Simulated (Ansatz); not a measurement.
Mulliken charges of `FC(F)(F)CBr` from r2SCAN/def2-TZVPP in Ansatz (PBE0-D4/def2-TZVP geometry).

```
atom   x (Å)   y (Å)   z (Å)  charge (e)
  F1  -0.605  -1.094   1.199      -0.167
  C2   0.266  -0.657   0.291       0.488
  F3   1.426  -0.434   0.906      -0.167
  F4   0.459  -1.647  -0.594      -0.175
  C5  -0.236   0.559  -0.451      -0.094
 Br6  -0.552   2.051   0.720      -0.091
  H7  -1.174   0.309  -0.942       0.103
  H8   0.508   0.856  -1.185       0.103
```

Task: By hand: the dipole of these point charges (1 e Å = 4.8032 D).

Result: Σ q r = (-0.084, 0.104, -0.348) e Å, of length 0.373 e Å = 1.79 D.

Task: How does the dipole of the full density compare? (Estimate.)

Result: Ansatz gave: (-0.082, 0.094, -0.355) e Å, 1.81 D; the point charges give 0.99 times that, at 2° from its direction.

Point charges leave out the atoms' own dipoles, such as those of lone pairs, and Mulliken's split depends on the basis, so the close match here is no proof of good charges.
